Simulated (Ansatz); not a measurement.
Reactions of C3H4OS, SMILES `OCC#CS`.

Calculated with Ansatz (gas phase, PBE0-D4/def2-TZVP geometries, no zero-point term in ΔE). CCSD(T)/CBS adds triple-zeta CCSD(T) − MP2 to the extrapolated MP2 energy (def2 sets, frozen cores). This one scheme is used for every species. For As outer-core shells are correlated without core-valence functions, which leaves a few kJ/mol of doubt a bond. Scalar relativity is left out up to krypton. Each species was taken in one conformer, which may not be the lowest.

(1) Order these by ΔE at CCSD(T)/CBS, lowest first. (Estimate.)
A. `OCC#CS` + CH₄ → `CC#CS` + CH₃OH
B. `OCC#CS` + H–F → `OCC#CF` + H₂S
C. `OCC#CS` + `[AsH3]` → `OC[AsH2]` + `C#CS`

Largest T1 diagnostic: 0.013, for `C#CS`.

Answers

(1) A (+2.2 kcal/mol), C (+4.6 kcal/mol), B (+26.1 kcal/mol).
